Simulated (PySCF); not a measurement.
Sn(Br)(OH)3 (BrH₃O₃Sn), SMILES [OH][Sn]([OH])([OH])[Br]. Atoms are numbered in the order given.

```xyz
8

O      0.3188    -1.7941    -1.3437
Sn    -0.4498    -0.3686    -0.2258
O     -1.4594    -1.2100     1.2388
O     -1.7093     0.6682    -1.3260
Br     1.3506     1.1072     0.6780
H      0.9157    -1.4276    -2.0135
H     -0.8642    -1.6512     1.8636
H     -2.0336     1.4449    -0.8456
```

Geometry optimised at r2SCAN-D4/def2-SVP. The structure was generated by enumeration; whether it is a known compound was not checked. The def2 effective core potentials stand for the cores of Sn; spin–orbit coupling is left out. Other conformers were not sampled.

The numbers are results of TDA-M06-2X/def2-SVPD in PySCF, not measurements.

Vertical excitations. Gas-phase values at a fixed geometry.

Computed UV-visible absorptions:
| state | energy (eV) | λ (nm) | f | main pairs |
|---|---|---|---|---|
| S1 | 5.63 | 220 | 0.021 | HOMO→LUMO 86 % |
| S2 | 5.63 | 220 | 0.022 | HOMO−1→LUMO 86 % |
| S3 | 6.31 | 196 | 0.136 | HOMO−2→LUMO 62 %, HOMO−5→LUMO 25 % |
| S4 | 6.33 | 196 | 0.037 | HOMO−3→LUMO 67 %, HOMO−4→LUMO 14 % |
| S5 | 6.33 | 196 | 0.037 | HOMO−4→LUMO 67 %, HOMO−3→LUMO 14 % |
| S6 | 7.33 | 169 | 0.264 | HOMO−5→LUMO 57 %, HOMO−2→LUMO 25 % |
| S7 | 7.68 | 161 | 0.102 | HOMO−6→LUMO 57 %, HOMO−7→LUMO 18 % |
| S8 | 7.69 | 161 | 0.102 | HOMO−7→LUMO 56 %, HOMO−6→LUMO 18 % |
| S9 | 8.09 | 153 | 0.002 | HOMO→LUMO+2 37 %, HOMO−1→LUMO+3 36 % |
| S10 | 8.20 | 151 | 0.002 | HOMO−1→LUMO+2 24 %, HOMO→LUMO+3 24 %, HOMO→LUMO+2 11 %, HOMO−1→LUMO+3 11 % |
| T1 | 5.22 | 238 | 0 | HOMO→LUMO 85 % |
| T2 | 5.22 | 238 | 0 | HOMO−1→LUMO 85 % |
| T3 | 5.52 | 225 | 0 | HOMO−2→LUMO 84 % |
| T4 | 5.79 | 214 | 0 | HOMO−3→LUMO 78 % |
Triplets are in the Tamm–Dancoff approximation.
